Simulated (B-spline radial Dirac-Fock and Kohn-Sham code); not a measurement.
## How the settings move the core levels of Eu³⁺

ΔSCF core binding energies without Breit or QED terms, calculated with a radial atomic solver. Keys: rel is the Hamiltonian (dirac, or spin-free x2c and nr, where L3 and M5 stand for the whole 2p and 3d shells), method is hf or an exchange,correlation pair (spin-unpolarised, also for the hole states), nuc the nuclear model, radius_factor scales its radius, rmax is the box in bohr, h the logarithmic mesh step, order the B-spline order, points the quadrature points per cell, c_factor scales the speed of light, and damp, ndamp, maxit and tol steer the iteration. The run stops when the commutator error falls below 10·tol·max(1, Z/10), or the numerical noise floor, and the energy has settled to about 1e-8 Ha; the virial ratio is −V/T.

Base input:

```json
{"items": [{"Z": 63, "q": 3, "cfg": [[1, 0, 2], [2, 0, 2], [2, 1, 6], [3, 0, 2], [3, 1, 6], [3, 2, 10], [4, 0, 2], [4, 1, 6], [4, 2, 10], [4, 3, 6], [5, 0, 2], [5, 1, 6]], "A": 153, "rrms": 5.1115, "do": "settings", "holes": ["K", "L3", "M5"],
  "settings": [{"rel": "dirac", "method": "hf", "nuc": "fermi", "radius_factor": 1.0, "rmax": 45.0, "h": 0.3, "order": 8, "points": 10, "c_factor": 1.0, "maxit": 60, "damp": 0.5, "ndamp": 3, "tol": 1e-08}]}]}
```

The ground state converged in 11 iterations, with total energy -10845.19343 Ha, virial ratio 1.91985 and highest orbital energy -43.30 eV. ΔSCF binding energies: K (1s) 48760.2 eV, L3 (2p3/2) 7031.6 eV, M5 (3d5/2) 1173.3 eV.

Changes from the base run:

| changed setting | Δ total energy (Ha) | Δ K (eV) | Δ L3 (eV) | Δ M5 (eV) | iterations |
| --- | --- | --- | --- | --- | --- |
| order = 7 | +0.00010 | 0.00 | 0.00 | 0.00 | 11 |
| nuc = "gauss"; h = 0.12; order = 7 | -0.00411 | +0.05 | 0.00 | 0.00 | 11 |
| damp = 0.8 | 0.00000 | 0.00 | 0.00 | 0.00 | 13 |
| nuc = "gauss" | ? | ? | ? | ? | ? |
| c_factor = 0.8 | -285.97743 | +1902.71 | -0.08 | -15.69 | 11 |
| h = 0.12 | -0.00006 | 0.00 | 0.00 | 0.00 | 11 |
| rmax = 80.0; h = 0.12; damp = 0.8 | -0.00006 | 0.00 | 0.00 | 0.00 | 12 |

**Question.** What does the change nuc = "gauss" do?

**Answer.** The total energy moves by -0.00406 Ha and the binding energies by K +0.05 eV, L3 0.00 eV, M5 0.00 eV; the run takes 11 iterations.
